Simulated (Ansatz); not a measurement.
Species: CH₃Mg, charge 1, multiplicity 1. It need not be the lowest isomer of its formula. 
Coordinates optimised at B3LYP-D3(BJ)/def2-TZVP (Ansatz, a quantum-chemistry and plane-wave program):
```
C
H 1 1.0877
H 1 1.0877 2 112.34
H 1 1.0877 2 112.34 3 127.82
Mg 1 2.0819 2 106.42 3 -116.09
```
Charge +1, spin multiplicity 1.

Basis-set convergence of Hartree-Fock and MP2 correlation energies (hartree) with Ansatz. Correlated levels leave the core frozen unless marked. Spin-orbit coupling is left out. No relativistic terms.

The Hartree-Fock reference is unstable (checked in the largest basis), which strains HF and MP2. 

```json
[
 {"basis": "def2-SVP", "functions": "47", "E(HF)": "-238.84987", "E(corr, MP2)": "-0.17001"},
 {"basis": "def2-TZVPP", "functions": "105", "E(HF)": "-238.96895", "E(corr, MP2)": "-0.20656"},
 {"basis": "def2-QZVPP", "functions": "210", "E(HF)": "-238.98006", "E(corr, MP2)": "-0.21908"}
]
```

Extrapolating the two largest sets (X = 3 and 4) as X^-3: E(corr) = (64·(-0.21908) - 27·(-0.20656))/37 = -0.2282 Eh, an estimate of the basis-set limit. The largest set recovers 96.0 % of it, the smallest 74.5 %.
